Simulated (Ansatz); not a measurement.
# Four-centre ligand exchange

Start structure (SnH5BrO, singlet), relaxed at PBE0-D4/def2-TZVP:

```csv
atom,x (Å),y (Å),z (Å)
Sn1,-0.4994,-1.1214,-0.3008
Br2,1.8399,-1.0500,0.6000
H3,-0.4887,-0.3523,-1.8093
H4,-0.7932,-2.7972,-0.4540
H5,-1.5158,-0.4391,0.8737
H6,1.1654,1.5366,0.2468
O7,0.2920,1.8799,0.0276
H8,-0.0003,2.3434,0.8160
```

The step: SnH₃Br ([Br][SnH3]) + H₂O → SnH₄O ([OH][SnH3]) + HBr; bonds formed: Sn1–O7, Br2–H6; bonds broken: Sn1–Br2, H6–O7. Program: Ansatz 0.2.0. Basis: def2-TZVPP and def2-QZVPP. Cores are frozen in the correlated methods. Filled d shells of the heavier atoms are correlated. Core potentials replace the inner electrons of the atoms past krypton. The def2 sets are not built for correlating such inner shells, so the correlated values are less sure here. Extrapolation: Hartree–Fock as exp(−7.88 √X), correlation as X^−2.97. Energies below are by CCSD(T) at an estimated basis limit (MP2 extrapolated from triple and quadruple zeta, plus CCSD(T) − MP2 in triple zeta).

**Question.** What are the electronic barrier and the energy of the step, from the start structure to the end structure? (To be estimated.)

**Answer.** By the calculation: Barrier 22.64 kcal/mol; step energy 20.64 kcal/mol (uphill); reverse barrier, their difference, 2.00 kcal/mol. Barrier and step energy count from the start structure, the reverse barrier from the end structure.

The saddle point: One imaginary mode of 154i cm⁻¹.
```tsv
pair	start (Å)	saddle (Å)	end (Å)
Sn1–O7	3.12	2.05	2.00
Br2–H6	2.70	1.66	1.48
Sn1–Br2	2.51	3.54	4.17
H6–O7	0.96	1.24	1.60
```

Zero-point energy (harmonic, PBE0-D4): ZPE is 28.18 kcal/mol at the start and 25.60 kcal/mol at the saddle, so the barrier goes from 22.64 to 20.06 kcal/mol.

T1 diagnostic: at most 0.011.

The step is the kind of ligand exchange by which a precursor binds to a hydroxyl group, or is hydrolysed, in atomic layer deposition of oxides.

Labels in which every atom is bracketed show which atoms are joined, not bond orders.

For scale, one of the runs: CCSD(T)/def2-TZVPP, 199 basis functions, launched by `ansatz run in.yaml --threads 4 --pin off --events-out ev --progress --plain --max-ram 9574MiB`. Time: 2.1 min of wall clock on 4 CPU threads of an Arm Neoverse V1; the host was shared. Peak host memory: 2.8 GiB.
